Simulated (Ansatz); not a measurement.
The cluster Pd₄H₃. The state is a doublet with charge 0. Geometry B3LYP-D4/def2-SVP.

```xyz
7

Pd   -1.6952   -0.3654    0.9919
Pd    1.0699   -0.3410    0.7117
Pd   -0.3456    1.6707   -0.2740
Pd   -0.4365   -0.9333   -1.3869
H     2.1795    0.0547   -0.2978
H    -0.4068    0.6970   -1.5975
H    -0.3653   -0.7826    1.8526
```

In the def2 sets Pd takes a core potential, while STO-3G treats all electrons; there is no spin–orbit coupling. B3LYP takes the VWN-RPA correlation. At HF/STO-3G the charge 0 doublet is spin-contaminated (final ⟨S²⟩ up to 4.58, 0.75 for a pure state). Another isomer (doublet) lies 0.26 eV lower at PBE0-D4/def2-TZVP; other spin states weren't run for this one.

Q: Estimate the α-spin orbital energies around the gap (eV) in Ansatz with HF/STO-3G, LDA (SPW92)/def2-TZVP, PBE-D4/def2-SVP, r2SCAN-D4/def2-TZVP, B3LYP-D4/def2-TZVP.

A: 
```
orbital  HF/STO-3G  LDA (SPW92)/def2-TZVP  PBE-D4/def2-SVP  r2SCAN-D4/def2-TZVP  B3LYP-D4/def2-TZVP
 HOMO−9      -9.82                  -5.79            -5.53                -5.62               -6.62
 HOMO−8      -9.61                  -5.75            -5.47                -5.59               -6.50
 HOMO−7      -9.57                  -5.67            -5.40                -5.47               -6.47
 HOMO−6      -9.52                  -5.60            -5.33                -5.44               -6.41
 HOMO−5      -9.37                  -5.55            -5.28                -5.37               -6.37
 HOMO−4      -9.33                  -5.50            -5.22                -5.31               -6.28
 HOMO−3      -7.95                  -5.47            -5.21                -5.28               -6.24
 HOMO−2      -6.14                  -5.30            -5.02                -5.05               -5.89
 HOMO−1      -4.51                  -4.94            -4.67                -4.71               -5.58
   HOMO      -3.99                  -4.80            -4.57                -4.68               -5.42
   LUMO       3.10                  -4.11            -3.78                -3.64               -3.22
 LUMO+1       3.74                  -3.46            -3.11                -2.86               -2.52
 LUMO+2       4.55                  -2.69            -2.43                -2.23               -1.94
 LUMO+3       4.96                  -1.65            -1.41                -1.09               -0.87
 LUMO+4       5.20                  -1.07            -0.85                -0.49               -0.34
 LUMO+5       7.94                  -0.72            -0.43                -0.11                0.04
 β HOMO      -3.40                  -4.80            -4.51                -4.47               -5.38
 β LUMO       3.37                  -4.46            -4.11                -3.90               -3.40
```
